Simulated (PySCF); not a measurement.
CCl3, charge +1, multiplicity 1.

```xyz
4

Cl    -1.6577     0.0000     0.0000
C      0.0000     0.0000     0.0000
Cl     0.8289    -1.4356     0.0000
Cl     0.8289     1.4356     0.0000
```
Charge +1, spin multiplicity 1.

Geometry: TPSSh-D3(BJ)/def2-SVP. The multiplicity is an assumed one; other spin states were not compared. The isomer is the one that the SMILES or the coordinates give; other isomers of the formula were not compared.

All values below come from PBE0/pcSseg-2 (PySCF). Non-relativistic, no solvent.

Computed absolute GIAO shielding of each atom: isotropic value and principal components (ppm):
```tsv
atom	σ(iso)	σ11	σ22	σ33	span
Cl1	37.6	-406.8	213.3	306.4	713.2
C2	-85.6	-156.2	-156.2	55.7	211.9
Cl3	37.6	-406.8	213.3	306.4	713.2
Cl4	37.6	-406.8	213.3	306.4	713.2
```
